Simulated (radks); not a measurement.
The numbers below are computed, except where a source is named.
Trend from N to Bi: ionisation energy by Delta-SCF between NIST ground configurations, and size. Level of theory: scalar-relativistic Kohn-Sham, PBE, spin-unpolarised, spherical densities, point nucleus (a radial shooting solver on a logarithmic mesh with Libxc functionals).

species	configuration	configuration of the ion	IE (eV)	NIST (eV)	kind
N	[He] 2s2 2p3	[He] 2s2 2p2	13.591	14.534	exp.
P	[Ne] 3s2 3p3	[Ne] 3s2 3p2	9.730	10.487	exp.
As	[Ar] 3d10 4s2 4p3	[Ar] 3d10 4s2 4p2	9.149	9.789	exp.
Sb	[Kr] 4d10 5s2 5p3	[Kr] 4d10 5s2 5p2	8.317	8.608	exp.
Bi	[Hg] 6p3	[Hg] 6p2	7.913	7.286	exp.

Reference values: NIST Atomic Spectra Database (exp. = measured, semi-emp. = semi-empirical, theory = theoretical value adopted there). Spin polarisation and multiplet splitting are left out, so open shells lie too high by an amount that depends on their filling. Spin-orbit splitting is averaged out at the scalar-relativistic level.

Beside tabulated values, note that spin-unpolarised runs miss the spin-polarisation part of the exchange energy of open shells, and scalar-relativistic runs lack spin-orbit coupling.
